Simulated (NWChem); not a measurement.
Species: C4H4N, doublet; SMILES C1=C[N]C=C1

Results from NWChem. Spin-unrestricted. Structure relaxed at the PBE0/def2-SVP, spin-unrestricted level. No stability test was run on the SCF state. Solvent water, SMD (1 M gas to 1 M solution), gas-phase geometry. Reactions with the solvent are ignored.

**Question.** What does the run give for PBE0/STO-3G? Quantities: solvation free energy (kcal/mol); cavity-dispersion-structure term (kcal/mol); dipole in solution (D).

**Answer.** 
```yaml
solvation free energy (kcal/mol): -2.6
cavity-dispersion-structure term (kcal/mol): 1.1
dipole in solution (D): 2.08
```
